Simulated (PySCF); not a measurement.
## Be: excitation energy

Be [He] 2s2 (1S) → Be [He] 2s1 3s1 (3S), as a difference of total energies. Computed with PySCF 2.14 in aug-cc-pVTZ with one added diffuse shell each of s, p, d, f type (6s5p4d3f, 62 functions), with the non-relativistic Hamiltonian (point nucleus). Correlated levels: valence: 1s2 frozen. The calculations carry no spin-orbit coupling.

**Question.** Order these methods by the excitation energy they give, lowest first.
A. UHF
B. MP2 (valence)
C. CCSD (valence)
D. SCS-MP2 (valence)

**Answer.** A (5.330 eV), B (6.050 eV), D (6.239 eV), C (6.442 eV).

Errors of the correlated levels include the incompleteness of this basis and the frozen core.

With two correlated electrons CCSD is exact in that space.

For comparison: 6.457 eV (measured; NIST levels).
